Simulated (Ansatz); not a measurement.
Consider the redistribution: `CO[SiH2][SiH2]O` + `[SiH3]N[SiH2]Cl` → `O[SiH2][SiH3]` + `CO[SiH2]N[SiH2]Cl`.

Gas-phase electronic energies from Ansatz, PBE0-D4/def2-TZVP geometries. CBS: MP2 limit from def2 TZ/QZ plus the TZ coupled-cluster correction, frozen cores. Functionals use def2-TZVPP. Each species was taken in one conformer, which may not be the lowest.

(1) Is it downhill or uphill in electronic energy at CCSD(T)/CBS, and by how much? (Best estimate.)

(2) What do these levels give: r2SCAN-D4, ωB97M-V, B2PLYP, PBE, r2SCAN, PBE0, HF/def2-TZVPP, MP2/def2-TZVPP, SCS-MP2/def2-TZVPP, CCSD/def2-TZVPP, HF/def2-QZVPP, MP2/CBS(def2)? (An estimate is asked.)

Largest T1 diagnostic among the species: 0.012.

Answers

(1) Ansatz gave: Downhill: ΔE = -7.9 kcal/mol.

(2) Computed: r2SCAN-D4 -8.5, ωB97M-V -8.2, B2PLYP -7.3, PBE -7.6, r2SCAN -8.3, PBE0 -7.6, HF/def2-TZVPP -6.3, MP2/def2-TZVPP -7.9, SCS-MP2/def2-TZVPP -7.3, CCSD/def2-TZVPP -7.8, HF/def2-QZVPP -6.2, MP2/CBS(def2) -7.8 kcal/mol.

The D4 term adds −1.1 kcal/mol with B3LYP and −0.7 kcal/mol with PBE0; it sums over pairs of atoms, weighted by their polarisabilities, and B3LYP, whose exchange is more repulsive, gets the larger term. In def2-TZVPP, CCSD(T) changes the Hartree–Fock value by −1.8 kcal/mol (the triples alone add −0.3 kcal/mol) and MP2 by −1.6 kcal/mol.

B3LYP here is the variant with VWN-RPA as its local correlation; programs differ in this.
